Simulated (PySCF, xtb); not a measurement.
CAgO, SMILES [C+](=O)[Ag], charge +1, multiplicity 1.

xtb 6.7.1 with GFN2-xTB at its own geometry gives an orbital gap of 3.06 eV.

The structure is a stationary point at PBE0-D3(BJ)/def2-TZVP. The multiplicity is an assumed one; other spin states were not compared. The def2 effective core potentials stand for the cores of Ag; spin–orbit coupling is left out.

Q: What does PySCF with M06-2X/def2-TZVPD give? (The exact figures need the calculation; the answer reports its results.)

A: gap 9.96 eV (levels -17.42 and -7.47 eV).
